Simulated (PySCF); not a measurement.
# Core-level binding energies of `CNP1CCC(=O)CC1`

Compound: C6H12NOP.
Cartesian coordinates in Å at the PBE0-D3(BJ)/def2-SVP level; atoms count from 1:
```xyz
21
C6H12NOP angstrom
C      2.5967   -0.9287    0.3227
N      1.4193   -0.5921   -0.4524
P      0.8948    1.0833   -0.3514
C     -0.0718    0.9910    1.2325
C     -1.0647   -0.1675    1.3215
C     -2.0887   -0.1741    0.2083
O     -3.2763   -0.2076    0.4295
C     -1.5422   -0.1794   -1.2044
C     -0.5575    0.9552   -1.4974
H      2.8661   -1.9825    0.1517
H      2.3792   -0.8314    1.3987
H      3.4888   -0.3056    0.1092
H      1.5496   -0.8436   -1.4307
H     -0.5830    1.9657    1.3227
H      0.6406    0.9542    2.0729
H     -0.4996   -1.1129    1.2442
H     -1.6099   -0.1603    2.2767
H     -2.4004   -0.1503   -1.8918
H     -1.0254   -1.1452   -1.3386
H     -0.1772    0.8796   -2.5300
H     -1.0628    1.9349   -1.4415
```

Theory: delta-SCF UKS SCAN, pcX-2 on the ionised atom, pcseg-1 elsewhere, spin-free X2C in PySCF. Each binding energy is the total energy of the core-ionised species, with the hole localised on one atom, minus that of the ground state; both are solved self-consistently, so orbital relaxation is included.

List the computed XPS lines with their assignment.

| atom(s) | environment | level | binding energy (eV) | above the level's lowest (eV) | count |
| --- | --- | --- | --- | --- | --- |
| C1 | N-methyl carbon | C 1s | 291.65 | +1.15 | 1 |
| N2 | nitrogen bonded to C, P and H | N 1s | 404.64 | 0.00 | 1 |
| P3 | three-coordinate phosphorus | P 1s | 2150.07 | 0.00 | 1 |
| C4/C9 | sp3 carbon bound to phosphorus | C 1s | 290.50 | 0.00 | 2 |
| C5/C8 | sp3 carbon next to a carbonyl | C 1s | 290.60 | +0.10 | 2 |
| O7 | ketone oxygen | O 1s | 537.02 | 0.00 | 1 |

The listed C 1s values span 1.15 eV, from C4/C9 (bonded to C, 2 H and P) to C1 (bonded to N and 3 H). Summing the Pauling electronegativity differences to the bonded atoms, each weighted by its formal bond order, gives -1.06 for the lowest site and -0.56 for the highest; no listed site has a larger sum than the highest.

Which photon energy gives electrons from C 1s of C4/C9 a kinetic energy of 200 eV, and what is their de Broglie wavelength?

hν = 290.50 + 200 = 490.50 eV, recoil neglected; λ = 12.264 Å/√(E/eV) = 0.87 Å.

One atom of each set of topologically equivalent atoms was ionised and stands for the set; in this conformer not all members are related by symmetry, and their own values weren't computed. The list is incomplete; no value stands for C 1s of C6 (hole states with ⟨S²⟩ of 1 or more are left out). Spin contamination (⟨S²⟩ against 0.75 for a pure doublet) is marked for O 1s of O7 (0.93), which makes this value less certain. One conformer (not necessarily the lowest) at the PBE0-D3(BJ)/def2-SVP geometry, without solvent, vibrations or thermal averaging.

The run took 3.7 min wall on an Arm Neoverse V2 with one thread, no GPU, on a shared host, and the process peaked at 0.80 GiB of memory.
